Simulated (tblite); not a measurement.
C7H8OS (charge +1 and doublet state).
Atom-mapped SMILES: `[CH3:1][CH2:2][C+:3]1[CH:4][C:5](=[S:6])[CH:7]=[CH:8][O:9]1` (hydrogens: H10, H11, H12 on C1; H13, H14 on C2; H15 on C4; H16 on C7; H17 on C8)

Structure optimised with GFN2-xTB, isolated species. This method treats the open shell by occupation alone, without spin polarisation.

Some entries are withheld. Bonds in one row agree within 0.01 Å.

```json
{"coordinate": "C1–C2", "value": "?"}
{"coordinate": "C2–C3", "value": "1.486 Å"}
{"coordinate": "C3–C4", "value": "1.376 Å"}
{"coordinate": "C4–C5", "value": "1.412 Å"}
{"coordinate": "C5=S6", "value": "?"}
{"coordinate": "C5–C7", "value": "1.424 Å"}
{"coordinate": "C7=C8", "value": "?"}
{"coordinate": "C8–O9", "value": "1.323 Å"}
{"coordinate": "C3–O9", "value": "1.329 Å"}
{"coordinate": "C1–H10, C1–H11, C1–H12", "value": "1.086 Å"}
{"coordinate": "C2–H13, C2–H14", "value": "1.090 Å"}
{"coordinate": "C4–H15", "value": "1.078 Å"}
{"coordinate": "C7–H16", "value": "1.077 Å"}
{"coordinate": "C8–H17", "value": "1.082 Å"}
{"coordinate": "C1–C2–C3", "value": "109.8°"}
{"coordinate": "C2–C3–C4", "value": "124.0°"}
{"coordinate": "C2–C3–O9", "value": "?"}
{"coordinate": "C4–C3–O9", "value": "120.9°"}
{"coordinate": "C3–C4–C5", "value": "?"}
{"coordinate": "C4–C5–S6", "value": "?"}
{"coordinate": "C4–C5–C7", "value": "116.6°"}
{"coordinate": "S6–C5–C7", "value": "121.7°"}
{"coordinate": "C5–C7–C8", "value": "118.7°"}
{"coordinate": "C7–C8–O9", "value": "123.1°"}
{"coordinate": "C3–O9–C8", "value": "120.7°"}
```

Question: Estimate the withheld lengths and angles.

Answer: 
- C1–C2 = 1.538 Å, drawn single (ends: carbon bonded to C and 3 H; carbon bonded to 2 C and 2 H); 0.02 Å above the sum of covalent radii, 1.52 Å.
- C5=S6 = 1.689 Å, drawn double in one of several resonance forms (ends: carbon bonded to 2 C and S; sulfur bonded to C); 0.09 Å below the sum of covalent radii, 1.78 Å.
- C7=C8 = 1.359 Å, drawn double (ends: carbon bonded to 2 C and H; carbon bonded to C, O and H); 0.10 Å below the sum of covalent radii, 1.46 Å.
- C2–C3–O9 = 115.1°, at the carbon bonded to 2 C and O; the outer atoms are 2.377 Å apart.
- C3–C4–C5 = 120.1°, at the carbon bonded to 2 C and H, inside a 6-membered ring; the outer atoms are 2.416 Å apart.
- C4–C5–S6 = 121.7°, at the carbon bonded to 2 C and S; the outer atoms are 2.712 Å apart.

Radii are Cordero's, carbon taken as 0.76, 0.73 or 0.69 Å for four, three, and two or fewer neighbours.

Its GFN2-xTB frequencies are all real (lowest 32 cm⁻¹). Torsions: C1–C2–C3–C4 -87°.

The run took 0.39 s wall on one thread of an AMD EPYC 7B13, no GPU, shared host with 128 logical CPUs at a one-minute load of 25. That covers the optimisation of the geometry.

One conformer stands for the species.

All values are computed, not measured.
